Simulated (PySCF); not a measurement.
## What an electron can do to RuH

CCSD(T) in PySCF with def2-TZVPPD on every atom (core potentials on Ru), for the lowest determinant that a PBE0 search found; no spin–orbit coupling.

```json
{"species": "RuH", "state (unpaired electrons)": "quartet (σ ↑, δ ↑↑)", "Re (Å)": "1.574", "ωe (cm⁻¹)": "2005", "energy of the minimum from the neutral (eV)": "0.00", "De (eV)": "2.75", "dissociates to": "H + Ru (4d7 5s1)"}
{"species": "RuH⁺", "state (unpaired electrons)": "quintet (σ ↑, π ↑, δ ↑↑)", "Re (Å)": "1.595", "ωe (cm⁻¹)": "2024", "energy of the minimum from the neutral (eV)": "7.93", "De (eV)": "2.06", "dissociates to": "H + Ru⁺ (4d7)"}
```

Q: Work out the lowest energy to break RuH into atoms, from its vibrational ground state.

A: D0 = De − ωe/2 = 2.75 − 0.12 = 2.63 eV (CCSD(T)/def2-TZVPPD).

Q: Work out the ionisation energy of the Ru atom at this level and the threshold of dissociative ionisation.

A: IE(Ru) = 7.93 + 2.06 − 2.75 = 7.24 eV, so H + Ru⁺ (4d7) + e⁻ appears at D0 + IE(Ru) = 9.87 eV (CCSD(T)/def2-TZVPPD). The measured IE(Ru) is 7.361 eV (NIST ASD).

These are thermodynamic thresholds; the onsets seen under electron impact lie higher where the geometry changes, and cross-sections peak well above them.

Correlated steps freeze no core orbitals. UHF and ROHF references stand side by side, which adds small steps between rows. These are scalar-relativistic numbers at best; spin–orbit coupling would shift them, the dissociation energy most. For an ion De counts to the pair picked by the measured ionisation energies or electron affinities, which need not be the lowest pair at this level. The state is the lowest single determinant that the PBE0 search found; with open d or f shells the true ground state can be another one.
